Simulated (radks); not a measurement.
The numbers below are computed, except where a source is named.
All-electron atom: the gold ion Au44+ in [Ar] 3d10 4s2 4p5. Level of theory: Dirac Kohn-Sham, PBE, spin-unpolarised, spherical densities, finite nucleus; open shells fill j = l - 1/2 first; Fermi nuclear charge, rms radius 5.4371 fm (a radial shooting solver on a logarithmic mesh with Libxc functionals).

Normalised radial functions P(r) = r R(r) (large component), r in bohr:

```
   r/bohr * 3p1/2, o 3d3/2, + 4s1/2 (the largest magnitude, 2.55, reaches the edge; | marks zero, & curves that meet)
0.0009127                             & +
  0.00116                             o*+
 0.001475                             o* +
 0.001875                             o* +
 0.002384                             o*  +
  0.00303                             o *  +
 0.003852                             o *  +
 0.004858                             o  *  +
 0.006176                             o   * +
 0.007851                             o    *+
 0.009981                             o    + *
  0.01269                             |o  +    *
  0.01613                             |o+        *
   0.0205                             + o           *
  0.02607                         +   |  o            *
  0.03314                      +      |    o           *
  0.04212                    +        |       o      *
  0.05355                     +       |          *o
  0.06808                        +    | *              o
  0.08654                    *        | +                   o
     0.11         *                   |         +               o
   0.1399  *                          |            +             o
   0.1778  *                          |       +               o
   0.2242        *                 +  |                 o
    0.285             +   *           |          o
   0.3624        +               *    |    o
   0.4606             +              *|o
   0.5856                     +       &
   0.7444                           + &
   0.9464                             &
    1.203                             &
```

3p1/2: eigenvalue -5171.9 eV, 1 radial node at r = 0.0718 bohr, <r> = 0.171 bohr, 90 % of the charge inside 0.257 bohr. 3d3/2: eigenvalue -4340.4 eV, 0 radial nodes, <r> = 0.161 bohr, 90 % of the charge inside 0.250 bohr. 4s1/2: eigenvalue -2541.5 eV, 3 radial nodes at r = 0.0198, 0.0801, 0.211 bohr, <r> = 0.364 bohr, 90 % of the charge inside 0.516 bohr.
